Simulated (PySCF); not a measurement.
A calculated (UHF, PySCF 2.14, cc-pVDZ, the non-relativistic Hamiltonian (point nucleus)) atom or ion has these occupied shells.

```csv
shell,electrons,orbital energy (eV),"rms radius, mean of both spins (bohr)"
1s α,1,-209.54,0.379
1s β,1,-209.12,0.379
2s α,1,-14.787,2.17
2s β,1,-12.136,2.17
2p α,1,-8.582,2.44
```

Q: Name the element and its charge.

A: B (boron, neutral), in [He] 2s2 2p1, 2P determinant.
